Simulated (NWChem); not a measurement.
System: GeI cation, singlet

```xyz
2

Ge     0.0000     0.0000    -1.5051
I      0.0000     0.0000     0.9008
```
Atoms are numbered in this order, from 1.

Level: PBE0/def2-SVP with def2 effective core potentials on I (NWChem), optimised geometry, unscaled harmonic frequencies. Low-valent species are run as closed-shell singlets; no triplet was tried in these runs. def2 effective core potentials on I; no spin-orbit coupling.

List the harmonic frequencies with IR intensities, and the thermochemistry.


| frequency (cm⁻¹) | IR intensity (km/mol) |
|---|---|
| 307 | 39.6 |

```yaml
zero_point_energy: 0.4 kcal/mol
thermal correction to the enthalpy at 298.15 K (with zero-point energy): 2.8 kcal/mol
heat capacity Cv: 6.6 cal/(mol K)
entropy at 298.15 K and 1 atm (symmetry number 1): 61.2 cal/(mol K)
```

Rigid rotor and harmonic oscillator.
